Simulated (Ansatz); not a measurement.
Cl₅Nb, SMILES [Nb-]([Cl])([Cl])([Cl])([Cl])[Cl] (connectivity only; charge and spin as stated), charge -1, multiplicity 2.

The structure is a stationary point at B3LYP-D3(BJ)/def2-SVPD. The geometry has at least one imaginary mode, so it is a saddle point at that level. The multiplicity is an assumed one; other spin states were not compared. The def2 effective core potentials stand for the cores of Nb; spin–orbit coupling is left out.

Two levels are set side by side: PBE/def2-TZVPD (Ansatz, a program for electronic structure) and CAM-B3LYP/def2-TZVPD (Ansatz). Energy differences of separate SCF runs at the same geometry; the states with an electron removed or added have multiplicity 1. Differences are taken from unrounded values.

| quantity | CAM-B3LYP | PBE | PBE minus CAM-B3LYP |
|---|---|---|---|
| vertical ionisation energy (eV) | 3.89 | 2.96 | -0.93 |
